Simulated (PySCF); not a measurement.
## Excitation energy of C⁺ by level of theory

C⁺ [He] 2s2 2p1 (2P) → C⁺ [He] 2s2 3d1 (2D), as a difference of total energies. All numbers are calculated (PySCF 2.14, the spin-free X2C one-electron Hamiltonian (Gaussian nucleus), in x2c-TZVPPall with one added diffuse shell each of s, p, d type (6s4p3d1f, 40 functions)). Correlated levels: valence and next inner shell: nothing frozen. The calculations carry no spin-orbit coupling.

```csv
method,excitation energy (cm⁻¹)
UHF,148930
MP2 (valence and next inner shell),148760
SCS-MP2 (valence and next inner shell),148410
CCSD (valence and next inner shell),149320
CCSD(T) (valence and next inner shell),149370
```

Errors of the correlated levels include the incompleteness of this basis.

The promoted electron is Rydberg-like, and one or two diffuse shells describe it only roughly, which tends to raise the upper state.

The coupled-cluster amplitudes are large for the upper state (T1 above 0.03 or a double amplitude above 0.15), so a single reference is strained.

For comparison: 145510 cm⁻¹ (measured; NIST levels, between the centres of gravity of the two terms).
